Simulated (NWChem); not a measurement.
The numbers come from NWChem runs, not from measurements. System: C2H3O2, charge 0, spin multiplicity 2, at a geometry optimised with UB3LYP/def2-SVP. The structure started from a generated list of species. Its SCF solution wasn't tested for a lower state. Level: UHF/def2-TZVP.

Input file:

```
start mol
memory heap 200 mb stack 900 mb global 1100 mb
geometry units angstroms nocenter noautoz
  C     -0.162495     1.393257     0.000000
  O     -0.858688     0.119856     0.000000
  C     -0.115263    -0.961710     0.000000
  O      1.068151    -1.083452     0.000000
  H      0.466181     1.477771    -0.898392
  H     -0.941516     2.163942     0.000000
  H      0.466181     1.477771     0.898392
  symmetry group Cs
end
basis spherical
  * library def2-tzvp
end
scf
  uhf
  nopen 1
  maxiter 100
  thresh 1e-7
  semidirect memsize 60000000 filesize 0
  # guess.movecs holds the orbitals of an unrestricted PBE0 run
  vectors input guess.movecs output mol.movecs
end
task scf energy
```

Output (cleaned and shortened):

```
             Northwest Computational Chemistry Package (NWChem) 7.3.0
             --------------------------------------------------------

                                NWChem Input Module
                                -------------------

 Scaling coordinates for geometry "geometry" by  1.889725989
 (inverse scale =  0.529177249)

 Turning off AUTOSYM since
 SYMMETRY directive was detected!

                             Geometry "geometry" -> ""
                             -------------------------

 Output coordinates in angstroms (scale by  1.889725989 to convert to a.u.)

  No.       Tag          Charge          X              Y              Z
 ---- ---------------- ---------- -------------- -------------- --------------
    1 C                    6.0000    -0.16249500     1.39325700     0.00000000
    2 O                    8.0000    -0.85868800     0.11985600     0.00000000
    3 C                    6.0000    -0.11526300    -0.96171000     0.00000000
    4 O                    8.0000     1.06815100    -1.08345200     0.00000000
    5 H                    1.0000     0.46618100     1.47777100    -0.89839200
    6 H                    1.0000    -0.94151600     2.16394200     0.00000000
    7 H                    1.0000     0.46618100     1.47777100     0.89839200

 Effective nuclear repulsion energy (a.u.)     113.5624496962

            Nuclear Dipole moment (a.u.)
            ----------------------------
        X                 Y               Z
 ---------------- ---------------- ----------------
     0.0000037795    -0.0000037795     0.0000000000

      Symmetry information
      --------------------

 Group name             Cs
 Group number              2
 Group order               2
 No. of unique centers     6

      Symmetry unique atoms

     1    2    3    4    5    6


 Summary of "ao basis" -> "" (spherical)
 ------------------------------------------------------------------------------
       Tag                 Description            Shells   Functions and Types
 ---------------- ------------------------------  ------  ---------------------
 *                         def2-tzvp                  on all atoms

 Summary of "ao basis" -> "ao basis" (spherical)
 ------------------------------------------------------------------------------
       Tag                 Description            Shells   Functions and Types
 ---------------- ------------------------------  ------  ---------------------
 C                         def2-tzvp                11       31   5s3p2d1f
 O                         def2-tzvp                11       31   5s3p2d1f
 H                         def2-tzvp                 4        6   3s1p

                                 NWChem SCF Module
                                 -----------------

  ao basis        = "ao basis"
  functions       =   142
  atoms           =     7
  alpha electrons =    16
  beta  electrons =    15
  charge          =   0.00
  wavefunction    = UHF
  use symmetry    = T
  symmetry adapt  = T

 Summary of "ao basis" -> "ao basis" (spherical)
 ------------------------------------------------------------------------------
       Tag                 Description            Shells   Functions and Types
 ---------------- ------------------------------  ------  ---------------------
 C                         def2-tzvp                11       31   5s3p2d1f
 O                         def2-tzvp                11       31   5s3p2d1f
 H                         def2-tzvp                 4        6   3s1p

      Symmetry analysis of basis
      --------------------------

        a'         95
        a"         47

 Forming initial guess at       0.0s

   Symmetry analysis of molecular orbitals - initial alpha
   -------------------------------------------------------

  Numbering of irreducible representations:

     1 a'          2 a"

  Orbital symmetries:

     1 a'          2 a'          3 a'          4 a'          5 a'
     6 a'          7 a'          8 a'          9 a'         10 a'
    11 a"         12 a"         13 a'         14 a'         15 a"
    16 a'         17 a"         18 a'         19 a'         20 a'
    21 a"         22 a'         23 a'         24 a"         25 a'
    26 a"

   Symmetry analysis of molecular orbitals - initial beta
   ------------------------------------------------------

  Numbering of irreducible representations:

     1 a'          2 a"

  Orbital symmetries:

     1 a'          2 a'          3 a'          4 a'          5 a'
     6 a'          7 a'          8 a'          9 a"         10 a'
    11 a'         12 a"         13 a'         14 a'         15 a"
    16 a'         17 a"         18 a'         19 a'         20 a'
    21 a"         22 a'         23 a"         24 a'         25 a'
    26 a"

 Starting SCF solution at       0.1s

 ----------------------------------------------
         Quadratically convergent UHF

 Convergence threshold     :          1.000E-07
 Maximum no. of iterations :          100
 Integral*density screening:          1.000E-09
 ----------------------------------------------

              iter       energy          gnorm     gmax       time
             ----- ------------------- --------- --------- --------
                 1     -227.2226970414  6.46D-01  8.25D-02      1.7
                 2     -227.2497096695  4.50D-02  1.19D-02      2.2
                 3     -227.2504861493  2.25D-03  6.16D-04      3.5
                 4     -227.2504898319  1.06D-05  1.74D-06      5.4
                 5     -227.2504898320  5.11D-09  1.86D-09      7.5

       Final UHF  results
       ------------------
[...]
    39      0.325225  2 O  pz                42      0.300701  2 O  pz
   101     -0.271794  4 O  pz               104     -0.244519  4 O  pz
    45      0.212954  2 O  pz               107     -0.159988  4 O  pz

 Vector   16  Occ=1.000000D+00  E=-4.148322D-01  Symmetry=a'
              MO Center=  8.5D-02, -9.6D-01, -3.5D-16, r^2= 1.8D+00
   Bfn.  Coefficient  Atom+Function         Bfn.  Coefficient  Atom+Function
  ----- ------------  ---------------      ----- ------------  ---------------
    66      0.321239  3 C  s                100      0.289499  4 O  py
   103      0.258959  4 O  py                67      0.245848  3 C  s
    69     -0.230955  3 C  py                72     -0.221066  3 C  py
   106      0.210646  4 O  py                68     -0.181774  3 C  px
    71     -0.180735  3 C  px                36     -0.159713  2 O  s

 Vector   17  Occ=0.000000D+00  E= 1.425221D-01  Symmetry=a'
              MO Center=  2.3D-01,  1.7D+00,  6.5D-16, r^2= 5.9D+00
   Bfn.  Coefficient  Atom+Function         Bfn.  Coefficient  Atom+Function
  ----- ------------  ---------------      ----- ------------  ---------------
     5      5.166520  1 C  s                127     -2.228980  5 H  s
   139     -2.228980  7 H  s                133     -1.578291  6 H  s
    67     -1.184662  3 C  s                 98      0.580529  4 O  s
    12      0.577355  1 C  px                75     -0.405835  3 C  py
     4     -0.402384  1 C  s                 44     -0.329022  2 O  py

 Vector   18  Occ=0.000000D+00  E= 1.549762D-01  Symmetry=a"
              MO Center=  1.1D-02, -8.6D-01, -8.3D-14, r^2= 2.7D+00
   Bfn.  Coefficient  Atom+Function         Bfn.  Coefficient  Atom+Function
  ----- ------------  ---------------      ----- ------------  ---------------
    76      0.824900  3 C  pz               107     -0.501555  4 O  pz
   127     -0.481679  5 H  s                139      0.481679  7 H  s
    14     -0.358020  1 C  pz                73      0.315761  3 C  pz
    70      0.300264  3 C  pz                45     -0.273734  2 O  pz
   101     -0.247988  4 O  pz               104     -0.195602  4 O  pz

 Vector   19  Occ=0.000000D+00  E= 1.992786D-01  Symmetry=a'
              MO Center= -1.8D-01,  1.5D+00, -7.4D-15, r^2= 4.6D+00
   Bfn.  Coefficient  Atom+Function         Bfn.  Coefficient  Atom+Function
  ----- ------------  ---------------      ----- ------------  ---------------
    36      2.310305  2 O  s                 13      1.331445  1 C  py
     5     -1.158321  1 C  s                 12      1.046509  1 C  px
    44      0.567270  2 O  py                67     -0.482021  3 C  s
    43      0.438726  2 O  px                 4     -0.345192  1 C  s
    98      0.325757  4 O  s                 75     -0.286530  3 C  py

                     UHF Final Beta Molecular Orbital Analysis
                     -----------------------------------------

 Vector   13  Occ=1.000000D+00  E=-5.616530D-01  Symmetry=a'
              MO Center= -2.4D-01,  9.5D-01,  2.2D-14, r^2= 2.4D+00
   Bfn.  Coefficient  Atom+Function         Bfn.  Coefficient  Atom+Function
  ----- ------------  ---------------      ----- ------------  ---------------
     6      0.252242  1 C  px                 9      0.214044  1 C  px
   132     -0.213613  6 H  s                 37     -0.194672  2 O  px
    40     -0.175486  2 O  px

 Vector   14  Occ=1.000000D+00  E=-5.009507D-01  Symmetry=a'
              MO Center=  4.6D-01, -8.2D-01, -5.7D-17, r^2= 1.7D+00
   Bfn.  Coefficient  Atom+Function         Bfn.  Coefficient  Atom+Function
  ----- ------------  ---------------      ----- ------------  ---------------
   100      0.367656  4 O  py               103      0.334178  4 O  py
    37     -0.218499  2 O  px               106      0.208418  4 O  py
    40     -0.206826  2 O  px

 Vector   15  Occ=1.000000D+00  E=-4.945610D-01  Symmetry=a"
              MO Center=  2.9D-02, -1.1D-02,  1.8D-14, r^2= 2.3D+00
   Bfn.  Coefficient  Atom+Function         Bfn.  Coefficient  Atom+Function
  ----- ------------  ---------------      ----- ------------  ---------------
    39      0.327102  2 O  pz                42      0.302803  2 O  pz
   101     -0.263997  4 O  pz               104     -0.237884  4 O  pz
    45      0.213719  2 O  pz               107     -0.157050  4 O  pz

 Vector   16  Occ=0.000000D+00  E= 7.920830D-02  Symmetry=a'
              MO Center= -3.2D-01, -1.0D+00,  6.5D-16, r^2= 3.0D+00
   Bfn.  Coefficient  Atom+Function         Bfn.  Coefficient  Atom+Function
  ----- ------------  ---------------      ----- ------------  ---------------
    67      1.088161  3 C  s                 36     -0.799752  2 O  s
    98     -0.399676  4 O  s                 13     -0.329754  1 C  py
    66      0.324679  3 C  s                  5     -0.307899  1 C  s
   105      0.229828  4 O  px               127      0.214838  5 H  s
   139      0.214838  7 H  s                106      0.207509  4 O  py

 Vector   17  Occ=0.000000D+00  E= 1.442296D-01  Symmetry=a'
              MO Center=  2.2D-01,  1.8D+00, -9.4D-16, r^2= 5.8D+00
   Bfn.  Coefficient  Atom+Function         Bfn.  Coefficient  Atom+Function
  ----- ------------  ---------------      ----- ------------  ---------------
     5      5.246816  1 C  s                127     -2.228980  5 H  s
   139     -2.228980  7 H  s                133     -1.618444  6 H  s
    67     -0.976935  3 C  s                 12      0.523894  1 C  px
    98      0.488939  4 O  s                 36     -0.438006  2 O  s
    75     -0.420479  3 C  py                 4     -0.375379  1 C  s

 Vector   18  Occ=0.000000D+00  E= 1.850171D-01  Symmetry=a"
              MO Center=  9.5D-02, -4.6D-01,  1.9D-14, r^2= 4.1D+00
   Bfn.  Coefficient  Atom+Function         Bfn.  Coefficient  Atom+Function
  ----- ------------  ---------------      ----- ------------  ---------------
   127      1.060198  5 H  s                139     -1.060198  7 H  s
    76     -0.883381  3 C  pz                14      0.737041  1 C  pz
   107      0.463380  4 O  pz                70     -0.249020  3 C  pz
    45      0.222329  2 O  pz               101      0.212540  4 O  pz
    73     -0.204807  3 C  pz               104      0.165038  4 O  pz

 center of mass
 --------------
 x =   0.00025682 y =  -0.16249658 z =   0.00000000

 moments of inertia (a.u.)
 ------------------
         227.512060171837          79.304575093051           0.000000000000
          79.304575093051         119.550926589584           0.000000000000
           0.000000000000           0.000000000000         335.443831847766

  Mulliken analysis of the total density
  --------------------------------------

    Atom       Charge   Shell Charges
 -----------   ------   -------------------------------------------------------
    1 C    6     6.12   0.85  1.12  0.49  0.68  0.08  1.19  1.30  0.29  0.03  0.08  0.01
    2 O    8     8.34   0.79  1.18  0.56  0.97  0.27  1.85  2.07  0.61  0.00  0.04  0.00
    3 C    6     5.56   0.86  1.12  0.54  0.54  0.13  1.09  0.89  0.15  0.06  0.16  0.02
    4 O    8     8.39   0.79  1.18  0.59  0.94  0.33  1.83  1.93  0.76  0.00  0.03  0.00
    5 H    1     0.87   0.27  0.48  0.10  0.02
    6 H    1     0.86   0.27  0.49  0.09  0.02
    7 H    1     0.87   0.27  0.48  0.10  0.02

  Mulliken analysis of the alpha density
  --------------------------------------

    Atom       Charge   Shell Charges
 -----------   ------   -------------------------------------------------------
    1 C    6     3.09   0.43  0.56  0.25  0.34  0.04  0.61  0.67  0.15  0.01  0.04  0.00
    2 O    8     4.17   0.40  0.59  0.28  0.49  0.12  0.94  1.04  0.29  0.00  0.02  0.00
    3 C    6     3.18   0.43  0.56  0.31  0.34  0.11  0.67  0.55  0.09  0.03  0.08  0.01
    4 O    8     4.26   0.40  0.59  0.30  0.47  0.16  0.96  0.99  0.37  0.00  0.02  0.00
    5 H    1     0.43   0.13  0.24  0.05  0.01
    6 H    1     0.43   0.13  0.24  0.04  0.01
    7 H    1     0.43   0.13  0.24  0.05  0.01

   Mulliken analysis of the beta density
   -------------------------------------

    Atom       Charge   Shell Charges
 -----------   ------   -------------------------------------------------------
    1 C    6     3.02   0.43  0.56  0.24  0.34  0.04  0.58  0.64  0.14  0.01  0.04  0.00
    2 O    8     4.17   0.40  0.59  0.27  0.48  0.14  0.92  1.03  0.32  0.00  0.02  0.00
    3 C    6     2.37   0.43  0.56  0.23  0.20  0.02  0.42  0.34  0.06  0.03  0.08  0.01
    4 O    8     4.13   0.40  0.59  0.29  0.47  0.17  0.87  0.94  0.39  0.00  0.02  0.00
    5 H    1     0.44   0.13  0.24  0.05  0.01
    6 H    1     0.43   0.13  0.25  0.04  0.01
    7 H    1     0.44   0.13  0.24  0.05  0.01

   Mulliken analysis of the spin density
   -------------------------------------

    Atom       Charge   Shell Charges
 -----------   ------   -------------------------------------------------------
    1 C    6     0.07   0.00 -0.00  0.00  0.01 -0.00  0.03  0.03  0.01 -0.00 -0.00  0.00
    2 O    8    -0.01   0.00 -0.00  0.01  0.01 -0.02  0.02  0.01 -0.04  0.00  0.00  0.00
    3 C    6     0.81   0.00 -0.01  0.08  0.14  0.09  0.25  0.21  0.03  0.00  0.01 -0.00
    4 O    8     0.13   0.00 -0.00  0.01  0.01 -0.00  0.09  0.05 -0.02  0.00 -0.00  0.00
    5 H    1    -0.00  -0.00 -0.00 -0.00  0.00
    6 H    1    -0.00  -0.00 -0.00 -0.00  0.00
    7 H    1    -0.00  -0.00 -0.00 -0.00  0.00

       Multipole analysis of the density wrt the origin
       ------------------------------------------------

     L   x y z        total         alpha         beta         nuclear
     -   - - -        -----         -----         ----         -------
     0   0 0 0     -0.000000    -16.000000    -15.000000     31.000000

     1   1 0 0     -0.386423      0.038358     -0.424785      0.000004
     1   0 1 0      1.024004      1.579114     -0.555106     -0.000004
     1   0 0 1     -0.000000     -0.000000     -0.000000      0.000000

     2   2 0 0    -19.922824    -40.525572    -38.625412     59.228159
     2   1 1 0      1.488510     20.500639     21.821308    -40.833438
     2   1 0 1      0.000000      0.000000     -0.000000      0.000000
     2   0 2 0    -15.963332    -75.130853    -68.506727    127.674248
     2   0 1 1      0.000000      0.000000      0.000000      0.000000
     2   0 0 2    -16.453742    -11.445794    -10.772419      5.764470

 Task  times  cpu:        7.5s     wall:        7.5s

 Total times  cpu:        7.5s     wall:        7.5s
```
